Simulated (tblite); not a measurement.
Compound: CH₁₁AsSi₃ (charge +1 and doublet state).
Geometry (GFN2-xTB, Å), atoms numbered from 1 in this order:
```
atom  x, y, z in Å
C1    -3.264    0.602   -0.703
As2   -1.910   -0.739   -1.187
Si3    0.024    0.631   -1.003
Si4    1.136   -0.383    0.901
Si5    3.340    0.526    0.961
H6    -4.224    0.104   -0.567
H7    -3.375    1.322   -1.513
H8    -3.021    1.132    0.217
H9    -1.811   -1.350    0.183
H10    0.850    0.562   -2.213
H11   -0.250    2.057   -0.771
H12    0.269   -0.135    2.065
H13    1.050   -1.840    0.714
H14    3.866    0.438   -0.400
H15    3.218    1.912    1.403
H16    4.094   -0.296    1.902
```

Level: GFN2-xTB in tblite, geometry and Hessian alike; calculated harmonic values, unscaled, isolated species. This tight-binding method is rough: wavenumbers can miss measured ones by several per cent, in bad cases by 10 to 20. Modes of hydrogen on arsenic and silicon can be 10 to 20 % off. One conformer, not necessarily the lowest. Open shells enter through the occupations alone, without spin polarisation, and single modes of such species can be off by tens of per cent. The optimisation stopped once no atom felt more than 0.01 eV/Å.

Lowest wavenumbers of the output (negative numbers stand for imaginary wavenumbers):
```
mode    cm-1
  1     -21.3
  2      32.2
  3      39.3
  4      62.6
  5      85.5
  6     138.0
  7     160.7
  8     271.7
  9     284.7
 10     295.6
```

Is this structure a minimum?

Not by this Hessian. 1 mode is imaginary beyond 20i (21i cm⁻¹), so at this level the point lies at or near a first-order saddle. The curvature is small, so loose convergence or finite differences may be the whole cause.

Which atoms move in the imaginary mode?

21i: C1 (carbon bonded to As and 3 H) 38 %, Si3 (silicon bonded to As, Si and 2 H) 23 %. These are shares of the mass-weighted motion.

What is the remedy?

Step along that mode in both directions, optimise again with tighter thresholds and repeat the frequencies. The zero-point energy of this point (61.1 kcal/mol) counts the 41 real modes alone, and thermal corrections from it aren't those of a minimum.
